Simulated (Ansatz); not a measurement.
AlFH2 (SMILES [F][AlH2]) moved off its minimum; all values from Ansatz (an electronic-structure program), cores frozen in correlated methods.
(charge 0, multiplicity 1)
```xyz
4

Al    -0.2682    -0.5390     0.1110
H      0.4349    -1.2994     1.3012
H     -1.5741    -0.7965    -0.6430
F      0.4056     0.9295    -0.3309
```

```
level                    largest force (eV/Å)  on atom  rms difference from CCSD(T)/aug-cc-pV(T+d)Z (eV/Å)  dipole (D)
-----------------------  --------------------  -------  --------------------------------------------------  ----------
HF/def2-TZVPP                            1.80      Al1                                               0.299        1.93
PBE/def2-TZVPP                           0.93      Al1                                               0.142        1.65
r2SCAN/def2-TZVPP                        1.23      Al1                                               0.051        1.68
B3LYP/def2-TZVPP                         1.09      Al1                                               0.024        1.76
wB97M-V/def2-TZVPP                       1.07      Al1                                               0.059        1.74
MP2/aug-cc-pV(T+d)Z                      1.03      Al1                                               0.057        1.79
CCSD(T)/aug-cc-pV(T+d)Z                  1.14      Al1                                               0.000        1.81
```

The differences count from one level among others, with limits of its own. Forces at CCSD(T)/aug-cc-pV(T+d)Z (eV/Å):

| atom | Fx | Fy | Fz |
|---|---|---|---|
| Al1 | 0.607 | 0.923 | 0.267 |
| H2 | -0.069 | -0.091 | -0.152 |
| H3 | -0.515 | -0.392 | -0.253 |
| F4 | -0.023 | -0.439 | 0.137 |
